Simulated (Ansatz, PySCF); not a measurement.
borazine (B3H6N3), SMILES B1NBNBN1. Atoms are numbered in the order given.

```xyz
12

B      1.4488     0.0000     0.0000
N      0.7046     1.2204     0.0000
B     -0.7244     1.2547     0.0000
N     -1.4092     0.0000     0.0000
B     -0.7244    -1.2547     0.0000
N      0.7046    -1.2204     0.0000
H      2.6559     0.0000     0.0000
H      1.2111     2.0977     0.0000
H     -1.3280     2.3001     0.0000
H     -2.4222     0.0000     0.0000
H     -1.3280    -2.3001     0.0000
H      1.2111    -2.0977     0.0000
```

Coordinates come from a B3LYP-D3(BJ)/def2-SVP optimisation.

Two levels are set side by side: PBE-D3(BJ)/def2-SVP (Ansatz, a first-principles code) and B3LYP-D3(BJ)/def2-SVP (Ansatz). Each level has its own optimised geometry; the coordinates shown are those of the second. Frequencies come from the Hessian of PySCF at each geometry. Differences are taken from unrounded values.

```json
[
 {"quantity": "mean bond length (Å)", "B3LYP-D3(BJ)": "1.270", "PBE-D3(BJ)": "1.277", "PBE-D3(BJ) minus B3LYP-D3(BJ)": "0.007"},
 {"quantity": "bond B1–N2 (Å)", "B3LYP-D3(BJ)": "1.429", "PBE-D3(BJ)": "1.435", "PBE-D3(BJ) minus B3LYP-D3(BJ)": "0.006"},
 {"quantity": "bond B1–N6 (Å)", "B3LYP-D3(BJ)": "1.429", "PBE-D3(BJ)": "1.435", "PBE-D3(BJ) minus B3LYP-D3(BJ)": "0.006"},
 {"quantity": "bond N2–B3 (Å)", "B3LYP-D3(BJ)": "1.429", "PBE-D3(BJ)": "1.435", "PBE-D3(BJ) minus B3LYP-D3(BJ)": "0.006"},
 {"quantity": "bond B3–N4 (Å)", "B3LYP-D3(BJ)": "1.429", "PBE-D3(BJ)": "1.435", "PBE-D3(BJ) minus B3LYP-D3(BJ)": "0.006"},
 {"quantity": "bond N4–B5 (Å)", "B3LYP-D3(BJ)": "1.429", "PBE-D3(BJ)": "1.435", "PBE-D3(BJ) minus B3LYP-D3(BJ)": "0.006"},
 {"quantity": "bond B5–N6 (Å)", "B3LYP-D3(BJ)": "1.429", "PBE-D3(BJ)": "1.435", "PBE-D3(BJ) minus B3LYP-D3(BJ)": "0.006"},
 {"quantity": "bond B1–H7 (Å)", "B3LYP-D3(BJ)": "1.207", "PBE-D3(BJ)": "1.217", "PBE-D3(BJ) minus B3LYP-D3(BJ)": "0.010"},
 {"quantity": "bond N2–H8 (Å)", "B3LYP-D3(BJ)": "1.013", "PBE-D3(BJ)": "1.020", "PBE-D3(BJ) minus B3LYP-D3(BJ)": "0.007"},
 {"quantity": "bond B3–H9 (Å)", "B3LYP-D3(BJ)": "1.207", "PBE-D3(BJ)": "1.217", "PBE-D3(BJ) minus B3LYP-D3(BJ)": "0.010"},
 {"quantity": "bond N4–H10 (Å)", "B3LYP-D3(BJ)": "1.013", "PBE-D3(BJ)": "1.020", "PBE-D3(BJ) minus B3LYP-D3(BJ)": "0.007"},
 {"quantity": "bond B5–H11 (Å)", "B3LYP-D3(BJ)": "1.207", "PBE-D3(BJ)": "1.217", "PBE-D3(BJ) minus B3LYP-D3(BJ)": "0.010"},
 {"quantity": "bond N6–H12 (Å)", "B3LYP-D3(BJ)": "1.013", "PBE-D3(BJ)": "1.020", "PBE-D3(BJ) minus B3LYP-D3(BJ)": "0.007"},
 {"quantity": "highest harmonic wavenumber (cm⁻¹)", "B3LYP-D3(BJ)": "3638", "PBE-D3(BJ)": "3563", "PBE-D3(BJ) minus B3LYP-D3(BJ)": "-75"},
 {"quantity": "mean harmonic wavenumber (cm⁻¹)", "B3LYP-D3(BJ)": "1366", "PBE-D3(BJ)": "1332", "PBE-D3(BJ) minus B3LYP-D3(BJ)": "-34"},
 {"quantity": "zero-point energy (kcal/mol)", "B3LYP-D3(BJ)": "58.59", "PBE-D3(BJ)": "57.13", "PBE-D3(BJ) minus B3LYP-D3(BJ)": "-1.46"}
]
```

Exact exchange shortens and stiffens bonds; PBE has none. Differences between two approximate levels are no errors against the true value.
